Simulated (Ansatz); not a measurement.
C12H15OS, that is phenacyltetrahydrothiophenium with one electron more, relaxed as a doublet with UKS PBE-D4/def2-SVP in Ansatz, starting from the PBE-D4/def2-SVP geometry of the charge +1 singlet. Force threshold 0.03 eV/Å.

In the doublet geometry the species has come apart into loosely held pieces.

Start:

Cartesian coordinates in Å:
```
O 1.8049 0.5085 0.5534
C 0.9786 0.3963 -0.3555
C -0.0176 -0.7701 -0.2302
S 0.5701 -1.7294 1.2147
C -0.8366 -2.9194 1.4545
C -1.8263 -2.2275 2.3930
C -0.9782 -1.4850 3.4324
C 0.0766 -0.6801 2.6703
C 0.8892 1.2917 -1.5173
C 1.8313 2.3448 -1.6161
C 1.7865 3.2209 -2.7026
C 0.8035 3.0584 -3.6963
C -0.1374 2.0173 -3.6056
C -0.0963 1.1344 -2.5219
H 0.0125 -1.4604 -1.0983
H -1.0651 -0.4402 -0.0719
H -1.2295 -3.2064 0.4604
H -0.3646 -3.8102 1.9149
H -2.4684 -1.5189 1.8279
H -2.5014 -2.9747 2.8560
H -0.4889 -2.2087 4.1167
H -1.5825 -0.8022 4.0628
H -0.3075 0.2681 2.2483
H 1.0094 -0.4630 3.2227
H 2.5893 2.4493 -0.8262
H 2.5200 4.0369 -2.7817
H 0.7707 3.7496 -4.5519
H -0.9031 1.8958 -4.3857
H -0.8392 0.3239 -2.4670
```

| step | energy (eV) | largest force component (eV/Å) | SCF passes |
| --- | --- | --- | --- |
| 1 | -25531.9888 | 2.132 | 36 |
| 2 | -25532.1866 | 1.480 | 40 |
| 3 | -25532.2639 | 0.422 | 30 |
| 4 | -25532.2963 | 0.284 | 25 |
| 5 | -25532.3093 | 0.136 | 23 |
| 6 | -25532.3141 | 0.078 | 23 |
| 7 | -25532.3197 | 0.137 | 28 |
| 8 | -25532.3304 | 0.351 | 31 |
| 9 | -25532.3396 | 0.508 | 27 |
| 10 | -25532.3600 | 0.407 | 28 |
| 11 | -25532.4272 | 0.620 | 32 |
| 14 | -25532.9085 | 1.123 | 30 |
| 17 | -25533.0962 | 0.193 | 27 |
| 20 | -25533.1651 | 0.213 | 22 |
| 23 | -25533.1962 | 0.173 | 26 |
| 26 | -25533.2167 | 0.073 | 22 |
| 29 | -25533.2250 | 0.087 | 23 |
| 32 | -25533.2373 | 0.116 | 26 |
| 35 | -25533.2598 | 0.077 | 24 |
| 38 | -25533.2800 | 0.118 | 25 |
| 41 | -25533.2903 | 0.111 | 24 |
| 44 | -25533.2956 | 0.075 | 23 |
| 47 | -25533.2978 | 0.014 | 21 |
| 49 | -25533.2980 | 0.028 | 22 |

Force components are those of the run's own axes.

End:

```xyz
29

O    -1.3352    1.2879    0.8512
C    -1.1955    0.7911   -0.2955
C    -1.9902   -0.3167   -0.7340
S    -0.3180   -2.3710    0.1936
C    -1.3756   -2.5746    1.6947
C    -0.9440   -1.4719    2.6638
C     0.5831   -1.3869    2.5585
C     0.9161   -1.3093    1.0632
C    -0.1256    1.3406   -1.2073
C     0.5186    2.5331   -0.8134
C     1.5430    3.0838   -1.5914
C     1.9512    2.4420   -2.7735
C     1.3261    1.2487   -3.1699
C     0.2924    0.7030   -2.3953
H    -1.9754   -0.6941   -1.7646
H    -2.7996   -0.6546   -0.0715
H    -2.4378   -2.5071    1.3884
H    -1.1930   -3.5897    2.1042
H    -1.3883   -0.5025    2.3530
H    -1.2823   -1.6984    3.6962
H     1.0514   -2.2897    3.0066
H     0.9870   -0.5011    3.0896
H     0.8138   -0.2742    0.6809
H     1.9297   -1.6780    0.8131
H     0.1855    3.0017    0.1245
H     2.0318    4.0188   -1.2761
H     2.7599    2.8709   -3.3851
H     1.6477    0.7375   -4.0902
H    -0.1770   -0.2393   -2.7136
```

Bonds lost: C3–S4 (atoms count from 1). The end holds 2 separate pieces.

The force fell under the threshold at step 47, but the optimiser went on. No frequencies were taken in this run, so the end may be a saddle point.

Hardware: 4 threads of Arm Neoverse V1 on a shared host. Wall time 7.5 min.
